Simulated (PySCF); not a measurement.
Input for PySCF: R-HF/STO-3G on CH6OSn (SMILES C[O][SnH3]), a point of a torsion scan.

```python
from pyscf import gto, scf, dft, mp
from pyscf.data.elements import chemcore

mol = gto.M(
    atom='''
    C     1.51375029   -0.08776412    0.06358290
    O     0.35132032    0.35781769   -0.57928779
    Sn   -1.51346101    0.11532896   -0.01517972
    H     1.74938761   -1.11775592   -0.21334036
    H     2.32629322    0.55934729   -0.26808374
    H     1.44594680   -0.02824303    1.15229303
    H    -1.55093868   -0.22862821    1.62549325
    H    -2.15346112   -1.16206892   -0.87939852
    H    -2.16714541    1.56565479   -0.46171868
    ''',
    basis='sto-3g',
    charge=0, spin=0, verbose=3, max_memory=1800)
mf = scf.RHF(mol)
mf.conv_tol = 1e-8
mf.max_cycle = 100
mf.kernel()
if not mf.converged:
    mf = mf.newton().run(mf.mo_coeff, mf.mo_occ)
```

The log:

```
converged SCF energy = -6078.03791929897
```

Self-consistency was reached.

Cost: very roughly 0.4 core-seconds.
